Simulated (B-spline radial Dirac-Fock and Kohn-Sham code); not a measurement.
Satellites and hypersatellites of the K lines of Ir

System: neutral iridium, configuration [Xe] 4f14 5d9 (not the ground configuration).

The run's input, task.json:

```json
{"items": [{
  "Z": 77,
  "q": 0,
  "cfg": [[1, 0, 2], [2, 0, 2], [2, 1, 6], [3, 0, 2], [3, 1, 6], [3, 2, 10], [4, 0, 2], [4, 1, 6], [4, 2, 10], [4, 3, 14], [5, 0, 2], [5, 1, 6], [5, 2, 9]],
  "A": 193,
  "rrms": 5.4032,
  "do": ["binding", "quiet", "double"]
}]}
```

Run with: `python xray_run.py task.json out`

Calculated with a radial atomic solver, using multi-electron Dirac-Fock with separately optimised hole states, Breit and Lamb-shift corrections added in first order. Each two-hole energy is an average over J within one jj subconfiguration, not an observable level; in light atoms, where LS coupling holds, the j-resolved values are not observed lines, and for a K spectator the Kα1 hypersatellite is nearly forbidden. Correlation energy is missing from these numbers.

Lines without a spectator: Kα2 (K-L2) 63282.7 eV, Kα1 (K-L3) 64891.9 eV, Kβ3 (K-M2) 73194.5 eV, Kβ1 (K-M3) 73550.9 eV. Shifts in eV with one spectator hole (a dash: not computed, or left out as unreliable):

| spectator hole | Kα2 | Kα1 | Kβ3 | Kβ1 |
| --- | --- | --- | --- | --- |
| K (1s) | +1042.6 | +1128.7 | +1351.6 | +1371.8 |
| L2 (2p1/2) | +135.2 | +184.1 | – | +344.6 |
| L3 (2p3/2) | +97.9 | +109.1 | +252.5 | – |
| M2 (3p1/2) | – | +29.57 | +55.5 | +65.9 |
| M3 (3p3/2) | +15.34 | – | +45.7 | +46.5 |
| M4 (3d3/2) | +5.12 | +1.76 | – | – |
